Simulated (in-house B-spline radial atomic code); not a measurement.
# Ionising neutral strontium with different functionals

Computed with a B-spline radial code for spherical atoms: scalar-relativistic (spin-free X2C) Hamiltonian, Fermi nucleus of rms radius 4.224 fm, spin-polarised at highest spin, spherical fractional occupations for the functionals, and exact exchange of hybrids averaged over the configuration. The ionisation energy is the difference of two self-consistent energies, [Kr] 5s2 → [Kr] 5s1, without Breit or QED terms; ε is the level of the shell that loses the electron (its least bound occupied spin orbital). There is no spin-orbit coupling in this Hamiltonian.

```json
{"method": "PBE0", "rung": "global hybrid", "ΔSCF (eV)": "5.61", "-ε(5s) (eV)": "4.05"}
{"method": "B3LYP", "rung": "global hybrid", "ΔSCF (eV)": "5.76", "-ε(5s) (eV)": "3.93"}
{"method": "TPSSh", "rung": "global hybrid", "ΔSCF (eV)": "5.58", "-ε(5s) (eV)": "3.73"}
{"method": "BHandHLYP", "rung": "global hybrid", "ΔSCF (eV)": "5.56", "-ε(5s) (eV)": "4.42"}
{"method": "r2SCAN0", "rung": "global hybrid", "ΔSCF (eV)": "5.45", "-ε(5s) (eV)": "4.07"}
{"method": "B97-1", "rung": "global hybrid", "ΔSCF (eV)": "5.81", "-ε(5s) (eV)": "3.88"}
{"method": "HSE06", "rung": "range-separated hybrid", "ΔSCF (eV)": "5.62", "-ε(5s) (eV)": "3.72"}
{"method": "wB97X", "rung": "range-separated hybrid", "ΔSCF (eV)": "5.86", "-ε(5s) (eV)": "5.57"}
{"method": "CAM-B3LYP", "rung": "range-separated hybrid", "ΔSCF (eV)": "5.69", "-ε(5s) (eV)": "4.83"}
{"method": "LC-wPBE", "rung": "range-separated hybrid", "ΔSCF (eV)": "5.43", "-ε(5s) (eV)": "5.58"}
```

Q: Among the functionals, which spreads more, the ΔSCF values or the orbital energies?

A: The orbital energies: ΔSCF values span about 0.42 eV and the orbital energies 1.86 eV; here energy differences depend much less on the functional than eigenvalues do.

Q: How do they compare with the NIST value?

A: NIST lists 5.695 eV (measured, ground level to ground level). Errors run from -0.26 to +0.16 eV; CAM-B3LYP is closest (-0.01 eV), but part of that can be cancellation, since the calculations leave out Breit-QED terms.
